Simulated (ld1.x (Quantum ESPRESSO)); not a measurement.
## Building the TM potential for Ag (LDA (PZ), fully relativistic).

ld1.x (Quantum ESPRESSO) 7.5 input, shortened:

```
&input
   title='Ag', zed=47., rel=2, dft='PZ', iswitch=3,
   config='[Kr] 4d9 5s2 5p0', rel_dist='average'
 /
 &inputp
   pseudotype=2, tm=.true., lloc=-2, rcloc=2.20,
   nlcc=.true., rcore=1.45
 /
3
5S  1  0   2.00   0.00  2.20  2.20  0.0
5P  2  1   0.00   0.00  3.25  3.25  0.0
4D  3  2   9.00   0.00  1.70  1.70  0.0
 &test
   configts(1)='4d9 5s2 5p0'
 /
```

Open shells are filled in proportion to 2j + 1 (rel_dist='average').

All-electron outer shells of the reference configuration (LDA (PZ), scalar-relativistic, ld1.x):

```
shell  level (eV)  outermost node (bohr)  outermost maximum (bohr)
   4s      -99.14                   0.44                      0.82
   4p      -62.58                   0.44                      0.87
   4d      -10.87                   0.43                      1.03
   5s       -5.84                   1.10                      2.40
   5p       -1.38                   1.24                      3.32
```

(1) Estimate the cutoffs (Ry, on a coarse ladder) from which the occupation-weighted sum of valence levels, in a spherical-Bessel basis at the reference potential, stays within 10 and 1 mRy of its value at 400 Ry.

(2) Does the potential have ghost states?

(3) Which valence shell sets the plane-wave cutoff?

(4) Tests: 4d10 5s1 5p0; 4d10 5s0 5p0; 4d9 5s0 5p0; 4d8 5s0 5p0; 4d9 5s1 5p1; 4d9 5s1 5p0; 4d10 5s0.5 5p0. Which has the largest error in its energy relative to the reference configuration, and how large is it?

Results:

(1) 70 Ry and 100 Ry.

(2) No extra level below or beside the all-electron valence levels (s, p1/2, p3/2, d3/2, d5/2, f tested).

(3) 4d: its level needs 70 Ry to come within 1 mRy, against 18 Ry for 5s.

(4) 4d10 5s0 5p0, with -171 meV (all-electron minus pseudo) on +4.14 eV.
